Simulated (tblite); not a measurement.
C₄H₃F₄S (doublet state).
Z-matrix (Å and degrees, GFN2-xTB geometry), rows numbered from 1:
```
F 
C   1  1.3309
C   2  1.3470  1  121.72
S   3  1.7125  2  119.61  1  -178.71
C   3  1.5060  2  121.64  1     2.16
C   5  1.5242  3  110.48  2    91.63
F   6  1.3386  5  112.29  3   -56.22
F   6  1.3373  5  112.70  3    64.38
F   6  1.3399  5  111.19  3  -175.83
H   2  1.0790  1  113.49  3  -178.85
H   5  1.0926  3  110.79  2   -27.09
H   5  1.0914  3  110.75  2  -149.30
```

Calculated harmonic vibrations of the isolated species, GFN2-xTB (tblite), most abundant isotopes, no scaling. Errors from tens to a few hundred cm⁻¹ against measured bands are possible. One conformer, not necessarily the lowest. Open shells enter through the occupations alone, without spin polarisation, and single modes of such species can be off by tens of per cent.

Harmonic wavenumbers (cm⁻¹): 28.6, 50.3, 111.5, 191.6, 230.1, 243.6, 339.1, 358.2, 452.8, 467.2, 473.3, 495.0, 615.3, 751.4, 783.0, 825.5, 920.2, 1004.6, 1066.0, 1102.1, 1129.8, 1171.2, 1189.4, 1241.1, 1282.1, 1419.1, 1552.7, 2988.7, 3005.3, 3100.5.

A = 1742, B = 1102, C = 779.9 MHz; mass 158.989 u (most abundant isotopes); point group C1, symmetry number 1; spin multiplicity 2.

**Question.** What is the zero-point energy?

**Answer.** ½Σν̃ = 14295 cm⁻¹ = 40.87 kcal/mol.

**Question.** Entropy at 200 K, 1 bar (ideal gas, RRHO, classical rotation)?

**Answer.** Translation 39.14, rotation 28.56, vibration 18.21, spin (R ln 2) 1.38: S = 87.3 cal/(mol K).

**Question.** And Cp and H(200 K) − H(0)?

**Answer.** Cp = 25.91 cal/(mol K), of which vibrations give 17.96 (their classical limit is 30 R = 59.6); H(200 K) − H(0) = 3.44 kcal/mol without the zero-point energy, 1.85 from vibrations.

**Question.** How do the functions run with temperature in this model?

**Answer.** 
| T (K) | S (cal/(mol K)) | Cp (cal/(mol K)) | H − H(0) (kcal/mol) | G − H(0) (kcal/mol) | ln q(vib) |
| --- | --- | --- | --- | --- | --- |
| 100 | 72.6 | 17.3 | 1.27 | -5.98 | 2.13 |
| 300 | 99.3 | 33.5 | 6.42 | -23.36 | 6.79 |
| 500 | 119.2 | 44.8 | 14.34 | -45.28 | 11.14 |
| 800 | 142.5 | 53.9 | 29.30 | -84.70 | 16.97 |
| 1000 | 154.9 | 57.3 | 40.44 | -114.48 | 20.40 |

q(vib) and H(0) count from the zero-point level.

**Question.** What must be added to the electronic energy to get the Gibbs energy at 200 K and 1 bar?

**Answer.** ZPE + [H(200 K) − H(0)] − T·S = 40.87 + 3.44 − 17.46 = 26.85 kcal/mol.

**Question.** Which modes carry the vibrational entropy at 200 K?

**Answer.** 28.6 cm⁻¹: 5.13; 50.3 cm⁻¹: 4.02; 111.5 cm⁻¹: 2.48; 191.6 cm⁻¹: 1.50; 230.1 cm⁻¹: 1.20; 243.6 cm⁻¹: 1.11 cal/(mol K); the other 24 give 2.77 together.

Hindered rotation and anharmonicity are outside this model. Other conformers, if any are populated, would add a mixing term that is left out. The structure is chiral; the term R ln 2 for an equal mix with its mirror image is left out.
